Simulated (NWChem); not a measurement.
Species: MgH2Se2; SMILES [SeH][Mg][SeH]

```xyz
5

Mg    -0.1024     0.0099     0.0216
Se    -0.1457     2.4378     0.0440
H      1.0235     2.4481     0.9407
Se    -0.1000    -2.4185     0.0008
H      0.8170    -2.4050    -1.1525
```
Atoms are numbered in this order, from 1.

Level: PBE0/def2-SVP (NWChem), optimised geometry, unscaled harmonic frequencies. This build's default masses of Se (78.918 u) and Br (79.917 u) are each other's, which moves their modes by up to 0.6 %.

Question: List the harmonic frequencies with IR intensities, and the thermochemistry.

Answer: 
```csv
frequency (cm⁻¹),IR intensity (km/mol)
91,9.7
94,17.5
95,22.3
175,0.0
474,68.1
496,0.1
497,10.3
2440,11.9
2440,11.4
```

```yaml
zero_point_energy: 9.7 kcal/mol
thermal correction to the enthalpy at 298.15 K (with zero-point energy): 14.3 kcal/mol
heat capacity Cv: 17.5 cal/(mol K)
entropy at 298.15 K and 1 atm (symmetry number 2): 82.0 cal/(mol K)
dipole_moment: 0.74 D
```

Rigid rotor and harmonic oscillator; modes under 100 cm⁻¹ make the entropy uncertain.
